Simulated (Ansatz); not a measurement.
A structure relaxed at PBE0-D4/def2-TZVP, charge 0, multiplicity 1:

| atom | x (Å) | y (Å) | z (Å) |
| --- | --- | --- | --- |
| O1 | 0.9847 | -1.5154 | -0.1879 |
| Sn2 | -0.1191 | 0.0514 | -0.5650 |
| O3 | 0.8491 | 1.6031 | 0.1206 |
| O4 | -1.7350 | -0.1235 | 0.5186 |
| H5 | 1.7618 | -1.2902 | 0.3308 |
| H6 | -0.4692 | 0.1973 | -2.2121 |
| H7 | 0.4277 | 1.9708 | 0.9023 |
| H8 | -1.6999 | -0.8935 | 1.0927 |

Task: Give its formula and SMILES.

Result: H4O3Sn, `[OH][SnH]([OH])[OH]`.

Task: Point group (tolerance 0.08 Å, 0.16 Å for H)?

Result: C3.

Task: Summarise the bond lengths by kind.

Result: 3 × O–Sn 1.953 Å; 3 × H–O 0.961 Å; 1 × H–Sn 1.690 Å.

Computed with Ansatz.
